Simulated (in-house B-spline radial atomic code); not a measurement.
Radial electron density of Er³⁺, [Xe] 4f11. Computed with an all-electron radial atomic-structure program (B-spline basis): Dirac-Kohn-Sham PBE0, spherical fractional occupations, Fermi nucleus of rms radius 5.2516 fm.

Caution: exact exchange at fractional occupations of open shells leaves self-interaction of up to several eV.

Columns: r (bohr), 4πr²n(r) (electrons per bohr), bar.

```
0.000675    2.847 #
0.000831    4.004 #
 0.00102    5.575 ##
 0.00126    7.792 ###
 0.00155    10.74 ####
 0.00191     14.7 #####
 0.00235    19.84 #######
 0.00289     26.4 ##########
 0.00356    34.62 #############
 0.00438    44.38 ################
 0.00539    55.49 ####################
 0.00664    67.33 ########################
 0.00817    78.62 ############################
  0.0101    88.01 ################################
  0.0124    93.36 ##################################
  0.0152       94 ##################################
  0.0187    90.38 #################################
  0.0231    85.16 ###############################
  0.0284    83.37 ##############################
   0.035    89.28 ################################
   0.043    102.7 #####################################
   0.053    117.1 ##########################################
  0.0652    121.6 ############################################
  0.0803    111.7 ########################################
  0.0988    96.89 ###################################
   0.122    93.62 ##################################
    0.15    104.3 ######################################
   0.184    108.6 #######################################
   0.227    89.12 ################################
   0.279    60.41 ######################
   0.344    49.92 ##################
   0.423    57.41 #####################
   0.521    58.05 #####################
   0.641    43.42 ################
   0.789    26.69 ##########
   0.971     17.3 ######
     1.2    12.55 #####
    1.47    8.406 ###
    1.81    4.273 ##
    2.23    1.534 #
    2.74    0.379 
    3.38  0.05741 
    4.16 0.005119 
    5.12 0.0002482
```

On this grid the curve has 4 maxima, near 0.0152, 0.0652, 0.184, 0.521 bohr.

The 4f7/2 radial function P(r) = rR(r), positive near the nucleus, with its small component Q(r) (sign convention: Q ≈ (P' + κP/r)/2c):

```tsv
r (bohr)	P	Q
0.0284	0.001924	-0.0001094
0.043	0.008014	-0.0004384
0.0652	0.03038	-0.001577
0.0988	0.1003	-0.004853
0.15	0.2773	-0.01224
0.227	0.6022	-0.02368
0.344	0.9827	-0.03338
0.521	1.149	-0.0325
0.789	0.9583	-0.02133
1.2	0.5877	-0.009857
1.81	0.2691	-0.003431
2.74	0.08165	-0.0008174
4.16	0.01261	-0.0001064
```
